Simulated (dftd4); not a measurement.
Br₃Ga, triplet, at a GFN2-xTB geometry (such geometries of metal compounds can be far from the true shape) (a higher spin typed on purpose: for a closed-shell molecule this is an excited state); D4 for bp86 in dftd4.

Input for dftd4:
```
$ dftd4 mol.xyz --func bp86 --charge 0 --json dftd4.json --noedisp

# file mol.xyz
4

Ga    -0.27077948    -0.71796905    -0.48892471
Br     2.22568078    -0.13887558    -0.52880924
Br    -0.69617557    -0.78465860     2.03770240
Br    -1.28967196     1.55944963    -1.07584556
```

Output, abridged:

```
                    ____  _____ _____     ____  _  _
      -------------|  _ \|  ___|_   _|---|  _ \| || |------------
     |             | | | | |_    | | ___ | | | | || |_           |
     |             | |_| |  _|   | ||___|| |_| |__   _|          |
     |             |____/|_|     |_|     |____/   |_|            |
     |             ===================================           |
     |            E. Caldeweyher, S. Ehlert & S. Grimme          |
     |          Mulliken Center for Theoretical Chemistry        |
     |                    University of Bonn                     |
      -----------------------------------------------------------

Rational (Becke-Johnson) damping: bp86-D4-ATM
---------------------
  s6         1.0000
  s8         3.3550
  s9         1.0000
  a1         0.4365
  a2         4.9241
 alp        16.0000
--------------------

Dispersion energy:      -9.9305573363209E-03 Eh

[Info] JSON dump of results written to 'dftd4.json'
```
